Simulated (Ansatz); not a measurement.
`CC(O)O[SiH3]`, relaxed with RKS PBE-D4/def2-SVP in Ansatz 0.2.0 from a rough embedded geometry. The force threshold is 0.03 eV/Å; the program also tests the step.

Total charge 0; spin multiplicity 1.

Start:

```xyz
13

C     1.597    0.344    0.412
C     0.335    0.494   -0.480
O     0.351    1.805   -1.054
O    -0.873    0.331    0.224
Si   -1.584   -1.103    0.471
H     1.488    1.148    1.213
H     2.474    0.552   -0.157
H     1.599   -0.620    0.882
H     0.401   -0.226   -1.335
H    -0.414    1.823   -1.667
H    -1.927   -1.604   -0.892
H    -0.616   -2.026    1.072
H    -2.831   -0.917    1.312
```

| step | energy (eV) | largest force (eV/Å) | largest move (Å) |
| --- | --- | --- | --- |
| 1 | -14157.9084 | 2.301 | 0.000 |
| 2 | -14158.1363 | 0.823 | 0.103 |
| 3 | -14158.1850 | 0.308 | 0.057 |
| 4 | -14158.1890 | 0.061 | 0.022 |
| 5 | -14158.1901 | 0.040 | 0.033 |
| 6 | -14158.1917 | 0.037 | 0.098 |
| 7 | -14158.1922 | 0.030 | 0.026 |
| 8 | -14158.1927 | 0.024 | 0.036 |
| 9 | -14158.1935 | 0.035 | 0.078 |
| 10 | -14158.1937 | 0.065 | 0.085 |
| 11 | -14158.1939 | 0.037 | 0.025 |
| 12 | -14158.1940 | 0.021 | 0.009 |

End:

```xyz
13

C     1.582    0.356    0.346
C     0.351    0.555   -0.522
O     0.369    1.866   -0.996
O    -0.849    0.358    0.231
Si   -1.578   -1.141    0.474
H     1.544    1.069    1.193
H     2.502    0.546   -0.241
H     1.621   -0.677    0.745
H     0.353   -0.183   -1.371
H    -0.459    1.994   -1.498
H    -1.721   -1.873   -0.839
H    -0.790   -2.015    1.416
H    -2.925   -0.854    1.063
```

It took 14 s on 4 threads of an Arm Neoverse V2 on a shared host, with 0.15 GiB of host memory at the peak.
